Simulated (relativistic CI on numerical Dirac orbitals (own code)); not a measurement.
# Transition arrays of Pr XIX

Method of calculation: Dirac-Coulomb-Breit CI, orbitals from a KLI potential per configuration, model QED (radiative potential, 1s self-energy scaled to tabulated hydrogen-like ionisation energies), valence Slater integrals scaled by 0.9, whole transition arrays (own radial code, finite nucleus).

Configuration list (outside the closed core [Ar] 3d10 4s2): 4p⁶4d⁵, 4p⁶4d⁴4f, 4p⁵4d⁶, 4p⁶4d⁴5p, 4p⁶4d⁴5f. Levels of other configurations are missing.

All E1 lines from the levels of 4p⁶4d⁵; mean and standard deviation are weighted by gf, and upper levels are sorted by their leading configuration.

```tsv
Upper configuration	Lines	Σgf	Mean (eV)	Mean (nm)	σ (eV)	Strongest line (nm)
4p⁶4d⁴4f	6329	1500.8	148.18	8.367	4.76	8.317
4p⁵4d⁶	2386	294.4	147.05	8.431	11.80	8.184
4p⁶4d⁴5p	3245	129.9	191.75	6.466	3.45	6.448
4p⁶4d⁴5f	5470	126.2	285.33	4.345	3.40	4.309
```

Σgf per state of the lower configuration in bins of 0.2 nm over the central range (centre: value): 4.3: 0.43, 4.5: 0.07, 6.3: 0.10, 6.5: 0.36, 7.9: 0.13, 8.1: 0.85, 8.3: 4.44, 8.5: 1.27, 8.7: 0.11.

(1) How do configuration mixing and the scaling of the Slater integrals move the arrays?

## Answers

(1) Slater scale 0.9, no configuration mixing: 4p⁶4d⁴4f 140.4 ± 6.1 eV (Σgf 1001.7), 4p⁵4d⁶ 130.9 ± 12.3 eV (Σgf 622.5), 4p⁶4d⁴5p 191.9 ± 3.4 eV (Σgf 154.5), 4p⁶4d⁴5f 285.2 ± 3.4 eV (Σgf 149.8); Slater scale 1: 4p⁶4d⁴4f 150.9 ± 4.8 eV (Σgf 1550.3), 4p⁵4d⁶ 150.0 ± 12.1 eV (Σgf 281.9), 4p⁶4d⁴5p 191.8 ± 3.7 eV (Σgf 125.8), 4p⁶4d⁴5f 285.4 ± 3.6 eV (Σgf 125.1); Slater scale 0.8: 4p⁶4d⁴4f 145.4 ± 4.7 eV (Σgf 1465.3), 4p⁵4d⁶ 144.3 ± 11.8 eV (Σgf 293.2), 4p⁶4d⁴5p 191.7 ± 3.2 eV (Σgf 133.5), 4p⁶4d⁴5f 285.3 ± 3.2 eV (Σgf 127.2). With mixing, levels are counted to their leading configuration, so an array can shrink or vanish into another, and the sums then hold other lines.
